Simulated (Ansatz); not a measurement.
Reactions of C₂H₅FO₂, SMILES `OC(O)CF`.

Gas-phase electronic energies from Ansatz, PBE0-D4/def2-TZVP geometries. CBS: MP2 limit from def2 TZ/QZ plus the TZ coupled-cluster correction, frozen cores. This one scheme is used for every species. Functionals use def2-TZVPP. B3LYP here is the variant with VWN-RPA as its local correlation; programs differ in this. Elements past krypton have def2 core potentials. For Ge, Sn outer-core shells are correlated without core-valence functions, which leaves a few kJ/mol of doubt a bond. Scalar relativity is left out up to krypton. Each species was taken in one conformer, which may not be the lowest.

```
                                            reaction  B3LYP-D4 (kJ/mol)
                `OC(O)CF` + CH₃OH → `OCC(O)CF` + H₂O                -21
  `OC(O)CF` + `[OH][GeH3]` → `OC(O)[O][GeH3]` + `CF`                  1
`OC(O)CF` + `N[BH][GeH3]` → `N[B]([GeH3])CF` + `OCO`                -12
  `OC(O)CF` + `[NH2][SnH3]` → `FC[NH][SnH3]` + `OCO`                  6
       `OC(O)CF` + `O[SiH3]` → `OC(O)O[SiH3]` + `CF`                  7
```

Problem. Give the CCSD(T)/CBS values in the same order. (An estimate is asked.)

Solution. The calculation gave: -32, 7, -7, 13, 14 kJ/mol.

Largest T1 diagnostic: 0.013, for `FC[NH][SnH3]`.
